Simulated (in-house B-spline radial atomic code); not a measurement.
Inner levels of iridium as electrons are removed. A shift is the extra binding of the orbital against the neutral atom ([Xe] 4f14 5d7 6s2). The density at the nucleus is averaged over the nuclear charge. Computed with an all-electron radial atomic-structure program (B-spline basis): Dirac-Hartree-Fock, average of the configuration, finite nuclei.

```csv
ion,configuration,shift of 1s1/2 (eV),radius of 1s1/2 (bohr),Σ<r²> (bohr²),change of density at nucleus (bohr⁻³)
Ir57+,[Ar] 3d2,4085.36,0.017437,0.3945,-4527.01
Ir58+,[Ar] 3d1,4276.09,0.017437,0.36209,-3626.25
Ir59+,[Ne] 3s2 3p6,4469.25,0.017437,0.33056,-2709.31
Ir60+,[Ne] 3s2 3p5,4672.81,0.017435,0.29258,-2282.77
Ir61+,[Ne] 3s2 3p4,4878.39,0.017433,0.2553,-1856.24
Ir62+,[Ne] 3s2 3p3,5085.99,0.01743,0.21871,-1429.88
Ir63+,[Ne] 3s2 3p2,?,?,?,?
Ir64+,[Ne] 3s2 3p1,5507.26,0.017426,0.14752,-578.35
Ir65+,[Ne] 3s2,5720.92,0.017423,0.1129,-153.55
Ir66+,[Ne] 3s1,5927.51,0.017422,0.077983,-27585.3
Ir67+,[He] 2s2 2p6,6135.78,0.017421,0.043599,-55533.6
Ir68+,[He] 2s2 2p5,6633.43,0.01741,0.038086,-54857.1
Ir69+,[He] 2s2 2p4,7136.08,0.0174,0.032709,-54203.8
Ir70+,[He] 2s2 2p3,?,?,?,?
Ir71+,[He] 2s2 2p2,8156.46,0.017378,0.022346,-52971.9
Ir72+,[He] 2s2 2p1,8674.18,0.017366,0.017353,-52395.8
Ir73+,[He] 2s2,9196.94,0.017355,0.012481,-51847.9
Ir74+,[He] 2s1,9672.86,0.017353,0.0066064,-160282
Ir75+,1s2,?,?,?,?
Ir76+,1s1,11646.8,0.017246,0.0004094,-957560
```

Question: Fill in the row of Ir63+.

Answer: shift of 1s1/2 (eV): 5295.61; radius of 1s1/2 (bohr): 0.017428; Σ<r²> (bohr²): 0.18279; change of density at nucleus (bohr⁻³): -1003.86.

Question: Fill in the row of Ir70+.

Answer: shift of 1s1/2 (eV): 7643.76; radius of 1s1/2 (bohr): 0.017389; Σ<r²> (bohr²): 0.027464; change of density at nucleus (bohr⁻³): -53575.

Question: Fill in the row of Ir75+.

Answer: shift of 1s1/2 (eV): 10152.3; radius of 1s1/2 (bohr): 0.017346; Σ<r²> (bohr²): 0.00082873; change of density at nucleus (bohr⁻³): -270716.
